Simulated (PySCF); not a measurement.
# Rh²⁺: ionisation energy

Rh²⁺ [Kr] 4d7 (4F) → Rh³⁺ [Kr] 4d6 (5D), as a difference of total energies. Calculation: PySCF 2.14, in def2-SVP with the def2 core potential (28 electrons); scalar relativity through the core potential. Correlated levels: valence: 4s2 4p6 frozen. The calculations carry no spin-orbit coupling.

```
           method  ionisation energy (eV)  difference from reference (eV)
              UHF                  30.059                          -1.001
             MN15                  31.394                          +0.334
             PBE0                  31.647                          +0.587
    MP2 (valence)                  30.741                          -0.319
SCS-MP2 (valence)                  30.831                          -0.229
```

Reference: 31.06 eV (semi-empirical (NIST evaluation); NIST Atomic Spectra Database, ionization energies).

The reference lies between the lowest fine-structure levels, while these numbers refer to the centres of the terms.

Errors of the correlated levels include the incompleteness of this basis and the frozen core.
